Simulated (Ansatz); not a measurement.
`[NH2][GaH][BH][SiH3]` + `O=C[SiH2][CH2][InH2]` → `[SiH3]B[CH2][InH2]` + `[NH2][GaH][SiH2]C=O`  (redistribution)

Computed with Ansatz on PBE0-D4/def2-TZVP structures; ΔE is electronic, products minus reactants. CCSD(T)/CBS is the MP2 limit (def2-TZVPP, def2-QZVPP) plus CCSD(T) − MP2 in def2-TZVPP, frozen cores. Functionals use def2-TZVPP. def2 core potentials past Kr. For Ga, In outer-core shells are correlated without core-valence functions, which leaves a few kJ/mol of doubt a bond. Scalar relativity is left out up to krypton. One conformer a species, not always the lowest.

```tsv
level	ΔE (eV)
PBE0-D4	-0.97
HF/def2-QZVPP	-0.39
MP2/def2-QZVPP	-0.93
HF/CBS(def2)	-0.39
```

Question: What does CCSD(T)/CBS give? (Estimate.)

Answer: The calculation gave: -0.90 eV. The listed levels differ from it by -0.07, 0.51, -0.03, 0.51 eV.

Largest T1 diagnostic among the species: 0.016.

From PBE to PBE0 (25 % exact exchange), in def2-TZVPP and without D4, ΔE moves by +0.09 eV. The D4 term adds −0.06 eV with B3LYP and −0.03 eV with PBE0; it sums over pairs of atoms, weighted by their polarisabilities, and B3LYP, whose exchange is more repulsive, gets the larger term. In def2-TZVPP, CCSD(T) changes the Hartree–Fock value by −0.47 eV (the triples alone add −0.10 eV) and MP2 by −0.52 eV.

B3LYP here is the variant with VWN-RPA as its local correlation; programs differ in this.
